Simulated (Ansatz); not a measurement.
Stepwise reaction of `[F][Zr]([F])([I])[I]` with hydrogen fluoride, as a gas-phase model of exchange steps in deposition or etching. ΔE in kJ/mol; ΔG adds harmonic PBE0-D4 terms to CCSD(T)/CBS, at 1 bar.

Program: Ansatz. Geometries: PBE0-D4/def2-TZVP. ΔE: electronic, gas phase. CCSD(T)/CBS adds triple-zeta CCSD(T) − MP2 to the extrapolated MP2 energy (def2 sets, frozen cores). This one scheme is used for every species. Functionals use def2-TZVPP. B3LYP here is the variant with VWN-RPA as its local correlation; programs differ in this. def2 core potentials past Kr. For I, Zr outer-core shells are correlated without core-valence functions, which leaves a few kJ/mol of doubt a bond.

| step | reaction | PBE-D4 | B3LYP-D4 | ωB97M-V | CCSD(T)/CBS | ΔG(500 K) |
| --- | --- | --- | --- | --- | --- | --- |
| 1 | `[F][Zr]([F])([I])[I]` + H–F → `[F][Zr]([F])([F])[I]` + HI | -32.1 | -34.9 | -38.3 | -19.5 | -27.4 |
| 2 | `[F][Zr]([F])([F])[I]` + H–F → `[F][Zr]([F])([F])[F]` + HI | -34.0 | -37.2 | -37.3 | -23.9 | -27.6 |

(1) By hand: ΔE of the 2 steps together at CCSD(T)/CBS.

Answers

(1) (-19.5) + (-23.9) = -43.4 kJ/mol, or -21.7 kJ/mol a step.

In ΔE the steps differ by no more than 4.4 kJ/mol. All are downhill at CCSD(T)/CBS. ΔG lies between -27.6 and -27.4 kJ/mol a step. PBE-D4 differs from CCSD(T)/CBS by -12.6 to -10.1 kJ/mol a step. Isolated molecules leave out the surface, adducts and barriers. Largest T1 diagnostic: 0.018.
